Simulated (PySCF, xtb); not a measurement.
H₅O₄Si, SMILES [OH2+][Si](O)(O)O, charge +1. The values are those of a single conformer.

Harmonic wavenumbers (cm⁻¹) from xtb with GFN2-xTB at its own minimum, in rising order: 66, 100, 195, 239, 266, 280, 305, 323, 360, 423, 526, 657, 726, 731, 751, 870, 1088, 1107, 1387, 3429, 3450, 3614, 3630, 3648.

Task: What does PBE-D3(BJ)/def2-SVP (PySCF) give at its own minimum? (An estimate is asked for; the answer gives what the named calculation found.)

Result: 94, 180, 202, 252, 293, 302, 323, 354, 367, 476, 550, 689, 701, 732, 758, 834, 1048, 1066, 1539, 3583, 3673, 3745, 3751, 3763. Paired by order, the mean absolute difference is 58 cm⁻¹ and the zero-point energies are 40.3 and 41.9 kcal/mol.
